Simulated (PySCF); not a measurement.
B(H)2(Cl)(OH2), H4BClO, singlet at its PBE0/def2-SVP optimised geometry (Å):

```
7

B     -0.6804    -0.1368     0.0000
H     -1.1629     0.9731     0.0000
H     -1.1634    -0.9731    -0.7294
Cl     1.1634    -0.1368     0.0000
O     -1.0512    -0.7018     1.5065
H     -0.6023    -0.1224     2.1429
H     -0.6188    -1.5659     1.5988
```

Computed with PBE0/def2-TZVP (PySCF).

Map of the LUMO amplitude (bohr^(-3/2)) on the plane z = 1.0 Å; orbital energy -0.42 eV, overall sign arbitrary:

```
|*******************************|
|*******************************|
|*******************************|
|*******************************|
|*********++++++++**************|
|******++++++++++++++***********|
|*****++++++++++++++++**********|
|***+++++++++++++++++++*********|
|**++++++=========+++++*********|
|**+++++===========++++*********|
|*+++++=====---====++++*********|
|+++++====------===+++**********|
|++++====--------==++***********|
|++++====-------===+**####******|
|+++=====---======++*######*****|
|+++=========++==++*##%%%##*****|
|+++=======+***++++*#%%%%###****|
|++========+#%%*+++**#%%%##*****|
|++========*%@%#++++*######*****|
|++========*%@#*+===+**###******|
|++========+**+=---==+**********|
|+++====--====-:::--==+*********|
|+++===----::.....:--=++********|
|+++===--::..    .::-=+++*******|
|+++===--::.     .::-==++*******|
|++++==--::..   ..:--=+++*******|
|*+++===--::.....::-==+++*******|
|*++++==---::::::--===+++*******|
|**++++===---::---===+++********|
|***++++====----====++++********|
|****+++++========+++++*********|
```
Scale: ten equal steps from -0.083 (start of ' ') to 0.046 (end of '@'), in the order ' .:-=+*#%@'; x runs from -3.50 to 3.50, y from -3.50 (bottom) to 3.50 (top).
